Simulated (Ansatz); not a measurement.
Reaction (formal hydrolysis of the Al–N bond): `[NH2][Al]([Cl])[Cl]` + H₂O → `[OH][Al]([Cl])[Cl]` + NH₃

Gas-phase electronic energies from Ansatz, PBE0-D4/def2-TZVP geometries. CCSD(T)/CBS adds triple-zeta CCSD(T) − MP2 to the extrapolated MP2 energy (def2 sets, frozen cores). This one scheme is used for every species. Functionals use def2-TZVPP. HSE06 is defined as in plane-wave codes. Each species was taken in one conformer, which may not be the lowest.

```tsv
level	ΔE (kJ/mol)
PBE-D4	-37.3
PBE0-D4	-36.3
r2SCAN0-D4	-39.0
revPBE	-39.6
HSE06	-37.4
BHLYP	-41.5
RPA@PBE/def2-TZVPP	-39.5
CCSD/CBS(def2)	-37.1
```

Question: What does CCSD(T)/CBS give? (Estimate.)

Answer: The calculation gave: -36.9 kJ/mol. The listed levels differ from it by -0.4, 0.6, -2.1, -2.7, -0.5, -4.6, -2.6, -0.2 kJ/mol.

Question: What do rigid-rotor, harmonic-oscillator terms from PBE0-D4/def2-TZVP frequencies (298.15 K, 1 bar) make of the CCSD(T)/CBS value? (An estimate is asked.)

Answer: Ansatz gave: ΔZPE = +2.4 kJ/mol, ΔH = -35.3 kJ/mol, ΔS = 4 J/(mol·K), ΔG = -36.5 kJ/mol.

Largest T1 diagnostic among the species: 0.010.

In def2-TZVPP, CCSD(T) changes the Hartree–Fock value by +3.2 kJ/mol (the triples alone add +0.2 kJ/mol) and MP2 by +3.1 kJ/mol. At CCSD(T), def2-SVP lies −3.8 kJ/mol from the extrapolated value and def2-TZVPP −2.2 kJ/mol. Leaving LDA and LC-ωPBE aside and taking each functional with its dispersion term where it has one, the values, not all of them listed here, spread over 6.1 kJ/mol, from B97M-V to HSE06-D4. LDA lies +3.3 kJ/mol from PBE without D4.
